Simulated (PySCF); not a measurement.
Correlation energy of Al²⁺ (aluminium, charge +2)

[Ne] 3p1, 2P determinant (an excited configuration). Calculation: PySCF 2.14, in aug-cc-pCVTZ-DK with one added diffuse shell each of s, p, d, f type (9s8p6d4f, 91 functions); scalar relativity by spin-free X2C-1e. Frozen: 1s2; 9 electrons correlated.

MP2 pair energies summed by pair of shells (mhartree):

```json
{"pair": "2p-2p", "energy": "-188.89", "share (%)": "69.7"}
{"pair": "2s-2p", "energy": "-63.17", "share (%)": "23.3"}
{"pair": "2s-2s", "energy": "-10.06", "share (%)": "3.7"}
{"pair": "2p-3p", "energy": "-7.68", "share (%)": "2.8"}
{"pair": "2s-3p", "energy": "-1.16", "share (%)": "0.4"}
```

Total MP2 correlation energy: -270.97 mhartree.

Same-spin part -71.05 and opposite-spin part -199.93 mhartree; SCS-MP2 scales them by 1/3 and 6/5 to -263.60 mhartree.
